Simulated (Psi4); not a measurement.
Computed with Psi4 1.11 with SAPT0/jun-cc-pVDZ, frozen core.

Psi4 input:

```
molecule {
0 1
O 0.81854501 -0.52841028 0.00279926
C -0.42250017 -0.01290177 -0.00002611
O -0.68425276 1.15485261 -0.00596770
H 1.44687004 0.21307664 -0.00096053
H -1.15866211 -0.82661721 0.00415508
--
0 1
Si 1.70330377 3.09029240 0.43895153
H 0.56106972 3.73993554 -0.24273424
H 2.28415528 2.05685696 -0.44764484
H 1.23491991 2.45809742 1.69289707
H 2.73307367 4.10626602 0.75328035
units angstrom
symmetry c1
no_reorient
no_com
}
set basis jun-cc-pvdz
set scf_type df
set freeze_core true
energy('sapt0')
```

Part of the output:

```
    SAPT Results
  --------------------------------------------------------------------------------------------------------
    Electrostatics                 -5.85836549 [mEh]      -3.67617984 [kcal/mol]     -15.38113647 [kJ/mol]
      Elst10,r                     -5.85836549 [mEh]      -3.67617984 [kcal/mol]     -15.38113647 [kJ/mol]

    Exchange                       10.84940333 [mEh]       6.80810337 [kcal/mol]      28.48510451 [kJ/mol]
      Exch10                       10.84940333 [mEh]       6.80810337 [kcal/mol]      28.48510451 [kJ/mol]
      Exch10(S^2)                  10.78989468 [mEh]       6.77076113 [kcal/mol]      28.32886458 [kJ/mol]

    Induction                      -2.82512231 [mEh]      -1.77279101 [kcal/mol]      -7.41735760 [kJ/mol]
      Ind20,r                      -5.34325181 [mEh]      -3.35294113 [kcal/mol]     -14.02870570 [kJ/mol]
      Exch-Ind20,r                  3.50147783 [mEh]       2.19721051 [kcal/mol]       9.19312877 [kJ/mol]
      delta HF,r (2)               -0.98334833 [mEh]      -0.61706039 [kcal/mol]      -2.58178067 [kJ/mol]

    Dispersion                     -3.73596683 [mEh]      -2.34435458 [kcal/mol]      -9.80877957 [kJ/mol]
      Disp20                       -4.38314724 [mEh]      -2.75046642 [kcal/mol]     -11.50795149 [kJ/mol]
      Exch-Disp20                   0.64718040 [mEh]       0.40611184 [kcal/mol]       1.69917192 [kJ/mol]
      Disp20 (SS)                  -2.19157362 [mEh]      -1.37523321 [kcal/mol]      -5.75397574 [kJ/mol]
      Disp20 (OS)                  -2.19157362 [mEh]      -1.37523321 [kcal/mol]      -5.75397574 [kJ/mol]
      Exch-Disp20 (SS)              0.35813494 [mEh]       0.22473307 [kcal/mol]       0.94028315 [kJ/mol]
      Exch-Disp20 (OS)              0.28904547 [mEh]       0.18137877 [kcal/mol]       0.75888876 [kJ/mol]

  Total HF                          2.16591553 [mEh]       1.35913251 [kcal/mol]       5.68661044 [kJ/mol]
  Total SAPT0                      -1.57005130 [mEh]      -0.98522207 [kcal/mol]      -4.12216913 [kJ/mol]
```
